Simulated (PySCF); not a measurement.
## Excitation energy of Ne²⁺ by level of theory

Ne²⁺ [He] 2s2 2p4 (3P) → Ne²⁺ [He] 2s1 2p4 3d1 (high-spin determinant), as a difference of total energies. All numbers are calculated (PySCF 2.14, the spin-free X2C one-electron Hamiltonian (Gaussian nucleus), in aug-cc-pVTZ-DK (5s4p3d2f, 46 functions)). Correlated levels: valence: 1s2 frozen. The calculations carry no spin-orbit coupling.

```csv
method,excitation energy (cm⁻¹)
UHF,607550
LDA,601860
PBE,599900
PBE0,604790
r2SCAN,602790
MN15,597270
B3LYP,606000
BP86,600010
PBEsol,598770
MP2 (valence),615270
SCS-MP2 (valence),617040
```

The upper state lies above the first ionisation limit, where it may autoionise and the basis confines it. A Rydberg-like electron needs more diffuse functions than a valence basis has.

The promoted electron is Rydberg-like, and one or two diffuse shells describe it only roughly, which tends to raise the upper state.

The determinant of the upper state mixes LS terms, which raises its energy above the lowest term, most at the Hartree-Fock and MP2 levels.
